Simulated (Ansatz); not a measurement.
Reaction (formal exchange of groups at the Si–O bond): `O[SiH2]C(O)(F)F` + `CO/C=C/Cl` → `OC(F)(F)[SiH3]` + `CO/C=C(\O)Cl`

Gas-phase electronic energies from Ansatz, PBE0-D4/def2-TZVP geometries. CCSD(T)/CBS is the MP2 limit (def2-TZVPP, def2-QZVPP) plus CCSD(T) − MP2 in def2-TZVPP, frozen cores. Double bonds are as drawn, so ΔE can hold a change between cis and trans. Functionals use def2-TZVPP. One conformer a species, not always the lowest.

`O[SiH2]C(O)(F)F`:

Z-matrix (Å, degrees):
```
Si
C 1 1.927
O 1 1.637 2 110.1
H 1 1.476 2 109.2 3 117.7
H 1 1.484 2 104.8 3 -121.8
F 2 1.379 1 109.3 3 56.4
O 2 1.349 1 112.7 3 -65.9
F 2 1.371 1 110.5 3 170.4
H 3 0.959 1 118.1 2 -58.1
H 7 0.968 2 109.0 1 178.8
```

`CO/C=C/Cl`:

```xyz
10

C    -1.030    1.336   -0.058
O    -0.342    0.281   -0.696
C     0.507   -0.399    0.098
C     0.948   -1.605   -0.236
Cl    2.097   -2.439    0.732
H    -1.587    1.862   -0.831
H    -1.728    0.955    0.695
H    -0.330    2.032    0.417
H     0.835    0.097    1.009
H     0.632   -2.122   -1.131
```

`OC(F)(F)[SiH3]`:

```xyz
9

O     0.816    0.903   -1.091
C    -0.166    0.076   -0.670
F    -0.164   -1.072   -1.418
F    -1.391    0.639   -0.919
Si    0.024   -0.334    1.204
H     0.689    1.087   -2.033
H    -1.090   -1.240    1.566
H    -0.053    0.936    1.962
H     1.335   -0.995    1.398
```

`CO/C=C(\O)Cl`:

Cartesian coordinates in Å:
```
C 1.507 0.448 -0.445
O 1.188 -0.381 0.655
C -0.103 -0.591 0.971
C -1.205 -0.375 0.251
O -1.256 0.023 -1.040
Cl -2.750 -0.722 0.966
H 2.588 0.577 -0.414
H 1.020 1.423 -0.352
H 1.216 -0.007 -1.393
H -0.212 -1.029 1.953
H -1.992 0.634 -1.151
```

| level | ΔE (eV) |
| --- | --- |
| r2SCAN | 1.65 |
| HF/def2-TZVPP | 1.89 |
| SCS-MP2/def2-QZVPP | 1.81 |
| CCSD/CBS(def2) | 1.79 |

(1) What does CCSD(T)/CBS give? (An estimate is asked.)

Largest T1 diagnostic among the species: 0.013.

## Answers

(1) Ansatz gave: +1.75 eV. The listed levels differ from it by -0.10, 0.14, 0.06, 0.04 eV.

From PBE to PBE0 (25 % exact exchange), in def2-TZVPP and without D4, ΔE moves by +0.08 eV. In def2-TZVPP, CCSD(T) changes the Hartree–Fock value by −0.16 eV (the triples alone add −0.04 eV) and MP2 by −0.10 eV. The D4 term adds −0.03 eV with B3LYP and −0.02 eV with PBE0; it sums over pairs of atoms, weighted by their polarisabilities, and B3LYP, whose exchange is more repulsive, gets the larger term.

B3LYP here is the variant with VWN-RPA as its local correlation; programs differ in this.
